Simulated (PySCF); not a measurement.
## CoH₃: one-bond stretch

Level of theory: UBP86/[Co def2-TZVP, H def2-TZVP], no relativity, density fitting, PySCF.

Rigid scan from the triplet minimum (Co–H 1.539 Å, Co–H 1.667 Å (×2), H–H 0.844 Å; Co–H–H 75.3° (×2), H–Co–H 29.3°, H–Co–H 165.3° (×2)). Coordinate: the bond from Co to the last atom (H) scaled, the rest fixed. Energies in kJ/mol from the minimum.

| scale of one bond | E (kJ/mol) | dipole size (D) | ⟨S²⟩ |
| --- | --- | --- | --- |
| 0.92 | 7.6 | 2.71 | 2.01 |
| 0.96 | 1.8 | 2.73 | 2.01 |
| 1.00 | 0.0 | 2.73 | 2.01 |
| 1.05 | 2.6 | 2.71 | 2.02 |
| 1.12 | 14.1 | 2.65 | 2.02 |
| 1.20 | 36.9 | 2.53 | 2.02 |
| 1.35 | 98.3 | 2.15 | 2.04 |
| 1.55 | 189.3 | – | 2.14 |
| 1.80 | 273.5 | – | 2.50 |
| 2.20 | 321.0 | – | 2.92 |

Spin contamination is strong at 1.80, 2.20, so these points are less reliable.

With open d or f shells other occupations or spin states may lie lower.

Other isomers or separated fragments may lie lower.

The scan took 20 s on 2 threads of a shared Arm Neoverse V1 host; the process peaked at 0.76 GiB.
